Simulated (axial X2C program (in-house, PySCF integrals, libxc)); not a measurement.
# Testing model relations on TeI

A bond curve at the PBE0 level, 2c, was computed with an in-house relativistic program for diatomic molecules (basis I dyall-cv3z [11s12p8d4f1g], Te dyall-cv3z [11s12p8d4f1g] (cores contracted in-house)) for the state Ω = 3/2 (⟨Sz⟩ = 0.50, ⟨Lz⟩ = 1.00 at PBE0). Its fit gives Re = 2.6563 Å, ωe = 217.9 cm⁻¹, ωexe = 0.473 cm⁻¹ and αe = 9.949e-05 cm⁻¹; the masses are 126.9045 and 129.9062 u. Two-component means X2C with spin–orbit coupling and atomic mean-field Coulomb and Gaunt terms.

(1) Find the reduced mass, Be and the force constant.

(2) A Morse curve ties αe to the other constants (Pekeris). How well does that hold?

(3) Where do the fundamental and the first overtone lie?

(4) Estimate the centrifugal constant by the Kratzer relation.

(5) Estimate De from a Morse curve and compare with the computed well depth of 1.979 eV to I + Te.

The state is one determinant whose occupation by symmetry is held fixed; it was picked as the lowest of a PBE0 search that is not exhaustive. De is counted from the lowest determinant-based energies of the atoms at the same level, without counterpoise correction. Density functionals use the spin component along the axis (collinear). Without a current term, density functionals place determinants with orbital angular momentum somewhat too high.

Results:

(1) From the PBE0 values: μ = 64.1939 u. Be = 16.8576/(μ Re²) = 0.03722 cm⁻¹. k = 5.8918×10⁻⁷ μ ωe² = 1.8 mdyn/Å.

(2) αe(Morse) = 6Be²/ωe × (√(ωexe/Be) − 1) = 9.783e-05 cm⁻¹; the PBE0 curve gives 9.949e-05 cm⁻¹, a ratio of 0.98.

(3) ν(1←0) = ωe − 2ωexe = 217.0 cm⁻¹; ν(2←0) = 2ωe − 6ωexe = 433.0 cm⁻¹.

(4) D = 4Be³/ωe² = 4.34e-09 cm⁻¹.

(5) De(Morse) = ωe²/(4ωexe) = 3.111 eV against 1.979 eV computed, a ratio of 1.57. The extrapolation overshoots: the well softens faster than a Morse curve, or the lowest atomic limit lies below the one to which the curve heads.
